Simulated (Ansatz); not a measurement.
Consider the silylene loss: `[CH3][Al]([CH3])[BH][SiH3]` → `[BH2][Al]([CH3])[CH3]` + `[SiH2]`.

Gas-phase electronic energies from Ansatz, PBE0-D4/def2-TZVP geometries. CCSD(T)/CBS is the MP2 limit (def2-TZVPP, def2-QZVPP) plus CCSD(T) − MP2 in def2-TZVPP, frozen cores. This one scheme is used for every species. Functionals use def2-TZVPP. B3LYP here is the variant with VWN-RPA as its local correlation; programs differ in this. One conformer a species, not always the lowest.

| level | ΔE (kJ/mol) | difference from CCSD(T)/CBS |
| --- | --- | --- |
| PBE-D4 | 247.8 | 15.4 |
| PBE0-D4 | 251.5 | 19.1 |
| B3LYP-D4 | 229.0 | -3.4 |
| ωB97M-V | 225.4 | -7.0 |
| PBE | 240.4 | 8.0 |
| r2SCAN | 256.1 | 23.7 |
| PBE0 | 245.0 | 12.6 |
| MP2/def2-TZVPP | 239.7 | 7.3 |
| CCSD/def2-TZVPP | 220.4 | -12.0 |
| CCSD(T)/def2-TZVPP | 226.1 | -6.3 |
| HF/def2-QZVPP | 204.5 | -27.9 |
| MP2/def2-QZVPP | 243.4 | 11.0 |
| SCS-MP2/def2-QZVPP | 230.8 | -1.6 |
| HF/CBS(def2) | 204.6 | -27.8 |
| MP2/CBS(def2) | 246.0 | 13.6 |
| CCSD/CBS(def2) | 226.7 | -5.7 |
| CCSD(T)/CBS | 232.4 | 0 |

Largest T1 diagnostic among the species: 0.014.

From PBE to PBE0 (25 % exact exchange), in def2-TZVPP and without D4, ΔE moves by +4.5 kJ/mol. The D4 term adds +11.7 kJ/mol with B3LYP and +6.6 kJ/mol with PBE0; it sums over pairs of atoms, weighted by their polarisabilities, and B3LYP, whose exchange is more repulsive, gets the larger term.
